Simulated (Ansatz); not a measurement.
Isolated molecules relaxed with PBE0-D4/def2-TZVP in Ansatz; ΔE leaves out vibrations. CCSD(T)/CBS adds triple-zeta CCSD(T) − MP2 to the extrapolated MP2 energy (def2 sets, frozen cores). Functionals use def2-TZVPP. Each species was taken in one conformer, which may not be the lowest.

Consider the ligand exchange at the Si–C bond: `O[SiH2]CC[SiH3]` + `CN[SiH2]Cl` → `CN([SiH2]O)[SiH2]Cl` + `CC[SiH3]`.

Task: Is it downhill or uphill in electronic energy at CCSD(T)/CBS, and by how much? (Estimate.)

Result: Computed: Downhill: ΔE = -17.3 kcal/mol.

Task: What do these levels give: PBE-D4, PBE0-D4, ωB97M-V, B2PLYP, PBE0, HF/def2-TZVPP, MP2/def2-TZVPP, SCS-MP2/def2-TZVPP, CCSD(T)/def2-TZVPP, MP2/def2-QZVPP, SCS-MP2/def2-QZVPP, HF/CBS(def2)? (An estimate is asked.)

Result: The calculation gave: PBE-D4 -15.0, PBE0-D4 -15.9, ωB97M-V -16.9, B2PLYP -17.1, PBE0 -15.4, HF/def2-TZVPP -18.5, MP2/def2-TZVPP -18.2, SCS-MP2/def2-TZVPP -18.3, CCSD(T)/def2-TZVPP -17.6, MP2/def2-QZVPP -18.1, SCS-MP2/def2-QZVPP -18.2, HF/CBS(def2) -18.7 kcal/mol.

Largest T1 diagnostic among the species: 0.011.

The D4 term adds −1.0 kcal/mol with B3LYP and −0.5 kcal/mol with PBE0; it sums over pairs of atoms, weighted by their polarisabilities, and B3LYP, whose exchange is more repulsive, gets the larger term. From PBE to PBE0 (25 % exact exchange), in def2-TZVPP and without D4, ΔE moves by −0.9 kcal/mol.

B3LYP here is the variant with VWN-RPA as its local correlation; programs differ in this.
